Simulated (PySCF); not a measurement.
Zn(SiH3)(OSiH3) (H6OSi2Zn), SMILES [SiH3][Zn][O][SiH3].

The structure is a stationary point at PBE0-D3(BJ)/def2-SVP. The structure was generated by enumeration; whether it is a known compound was not checked. The values are those of a single conformer.

All values below come from PySCF 2.14.0 with PBE0-D3(BJ)/def2-SVP.

Frequencies are harmonic and unscaled.

A small imaginary wavenumber (i) marks a very flat motion, where grid noise or a shallow saddle decides the sign.

Give all harmonic wavenumbers and intensities. (Estimate from the structure and the level; the computed values follow.)


```json
[
 {"mode": "1", "ν (cm⁻¹)": "16i", "IR (km/mol)": "0.1", "Raman (Å⁴/amu)": "0.0", "depolarisation": "–", "moving atoms (share of kinetic energy)": "H 89 %"},
 {"mode": "2", "ν (cm⁻¹)": "20", "IR (km/mol)": "0.1", "Raman (Å⁴/amu)": "0.2", "depolarisation": "0.75", "moving atoms (share of kinetic energy)": "H 62 %, Si 17 %, O 15 %"},
 {"mode": "3", "ν (cm⁻¹)": "47", "IR (km/mol)": "0.3", "Raman (Å⁴/amu)": "0.5", "depolarisation": "0.49", "moving atoms (share of kinetic energy)": "Si 47 %, Zn 22 %, H 17 %, O 14 %"},
 {"mode": "4", "ν (cm⁻¹)": "106", "IR (km/mol)": "13.5", "Raman (Å⁴/amu)": "0.1", "depolarisation": "0.75", "moving atoms (share of kinetic energy)": "O 41 %, Zn 38 %, Si 11 %, H 10 %"},
 {"mode": "5", "ν (cm⁻¹)": "119", "IR (km/mol)": "11.2", "Raman (Å⁴/amu)": "0.2", "depolarisation": "0.17", "moving atoms (share of kinetic energy)": "O 39 %, Zn 33 %, Si 18 %, H 10 %"},
 {"mode": "6", "ν (cm⁻¹)": "306", "IR (km/mol)": "1.2", "Raman (Å⁴/amu)": "22.4", "depolarisation": "0.25", "moving atoms (share of kinetic energy)": "Si 73 %, O 12 %, H 9 %"},
 {"mode": "7", "ν (cm⁻¹)": "466", "IR (km/mol)": "3.3", "Raman (Å⁴/amu)": "2.8", "depolarisation": "0.75", "moving atoms (share of kinetic energy)": "H 87 %, Si 11 %"},
 {"mode": "8", "ν (cm⁻¹)": "467", "IR (km/mol)": "2.7", "Raman (Å⁴/amu)": "2.8", "depolarisation": "0.75", "moving atoms (share of kinetic energy)": "H 87 %, Si 10 %"},
 {"mode": "9", "ν (cm⁻¹)": "500", "IR (km/mol)": "28.7", "Raman (Å⁴/amu)": "6.3", "depolarisation": "0.34", "moving atoms (share of kinetic energy)": "Zn 40 %, Si 30 %, O 21 %, H 9 %"},
 {"mode": "10", "ν (cm⁻¹)": "733", "IR (km/mol)": "66.9", "Raman (Å⁴/amu)": "11.4", "depolarisation": "0.75", "moving atoms (share of kinetic energy)": "H 83 %, Si 10 %"},
 {"mode": "11", "ν (cm⁻¹)": "742", "IR (km/mol)": "66.9", "Raman (Å⁴/amu)": "9.6", "depolarisation": "0.58", "moving atoms (share of kinetic energy)": "H 81 %, Si 10 %, O 9 %"},
 {"mode": "12", "ν (cm⁻¹)": "856", "IR (km/mol)": "368.3", "Raman (Å⁴/amu)": "2.1", "depolarisation": "0.60", "moving atoms (share of kinetic energy)": "H 90 %, Si 9 %"},
 {"mode": "13", "ν (cm⁻¹)": "932", "IR (km/mol)": "32.2", "Raman (Å⁴/amu)": "33.6", "depolarisation": "0.75", "moving atoms (share of kinetic energy)": "H 98 %"},
 {"mode": "14", "ν (cm⁻¹)": "932", "IR (km/mol)": "32.3", "Raman (Å⁴/amu)": "32.2", "depolarisation": "0.75", "moving atoms (share of kinetic energy)": "H 98 %"},
 {"mode": "15", "ν (cm⁻¹)": "948", "IR (km/mol)": "90.4", "Raman (Å⁴/amu)": "31.8", "depolarisation": "0.75", "moving atoms (share of kinetic energy)": "H 96 %"},
 {"mode": "16", "ν (cm⁻¹)": "953", "IR (km/mol)": "90.7", "Raman (Å⁴/amu)": "27.7", "depolarisation": "0.73", "moving atoms (share of kinetic energy)": "H 96 %"},
 {"mode": "17", "ν (cm⁻¹)": "1016", "IR (km/mol)": "347.5", "Raman (Å⁴/amu)": "20.5", "depolarisation": "0.74", "moving atoms (share of kinetic energy)": "H 91 %, Si 9 %"},
 {"mode": "18", "ν (cm⁻¹)": "1057", "IR (km/mol)": "471.0", "Raman (Å⁴/amu)": "6.1", "depolarisation": "0.37", "moving atoms (share of kinetic energy)": "O 77 %, Si 19 %"},
 {"mode": "19", "ν (cm⁻¹)": "2181", "IR (km/mol)": "202.9", "Raman (Å⁴/amu)": "90.2", "depolarisation": "0.75", "moving atoms (share of kinetic energy)": "H 96 %"},
 {"mode": "20", "ν (cm⁻¹)": "2190", "IR (km/mol)": "148.6", "Raman (Å⁴/amu)": "144.7", "depolarisation": "0.22", "moving atoms (share of kinetic energy)": "H 97 %"},
 {"mode": "21", "ν (cm⁻¹)": "2214", "IR (km/mol)": "95.9", "Raman (Å⁴/amu)": "194.7", "depolarisation": "0.02", "moving atoms (share of kinetic energy)": "H 99 %"},
 {"mode": "22", "ν (cm⁻¹)": "2220", "IR (km/mol)": "126.4", "Raman (Å⁴/amu)": "302.3", "depolarisation": "0.10", "moving atoms (share of kinetic energy)": "H 97 %"},
 {"mode": "23", "ν (cm⁻¹)": "2224", "IR (km/mol)": "89.6", "Raman (Å⁴/amu)": "133.5", "depolarisation": "0.74", "moving atoms (share of kinetic energy)": "H 96 %"},
 {"mode": "24", "ν (cm⁻¹)": "2225", "IR (km/mol)": "86.5", "Raman (Å⁴/amu)": "143.9", "depolarisation": "0.75", "moving atoms (share of kinetic energy)": "H 96 %"}
]
```
